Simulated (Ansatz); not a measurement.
Molecule: C₃H₇Si, charge -1, multiplicity 1. It need not be the lowest isomer of its formula. Whether it binds its extra electron was not tested at this geometry. 
Geometry from a B3LYP-D3(BJ)/def2-TZVP (Ansatz, a program for electronic structure) optimisation:
SMILES: C=C[CH-][SiH3]
```xyz
11

C     -2.4565    -0.5381     0.0904
C     -1.2165     0.0460     0.0922
C      0.0576    -0.4948    -0.1883
Si     1.5925     0.4054    -0.0107
H     -2.5906    -1.5926    -0.1340
H     -3.3489     0.0398     0.2994
H     -1.2153     1.1119     0.3418
H      0.0998    -1.5533    -0.4485
H      2.6098     0.1526    -1.0984
H      2.4720     0.1959     1.2140
H      1.3705     1.8911     0.0100
```
Charge -1, spin multiplicity 1.

Basis-set convergence of Hartree-Fock and CCSD correlation energies (hartree) with Ansatz. Correlated levels leave the core frozen unless marked. Spin-orbit coupling is left out. No relativistic terms.

| basis | functions | E(HF) | E(corr, CCSD) |
|---|---|---|---|
| aug-cc-pV(D+d)Z | 164 | -406.56916 | -0.60717 |
| aug-cc-pV(T+d)Z | 354 | -406.61036 | -0.70074 |
| aug-cc-pV(Q+d)Z | 651 | -406.62057 | -0.72795 |

Extrapolating the two largest sets (X = 3 and 4) as X^-3: E(corr) = (64·(-0.72795) - 27·(-0.70074))/37 = -0.7478 Eh, an estimate of the basis-set limit. The largest set recovers 97.3 % of it, the smallest 81.2 %.
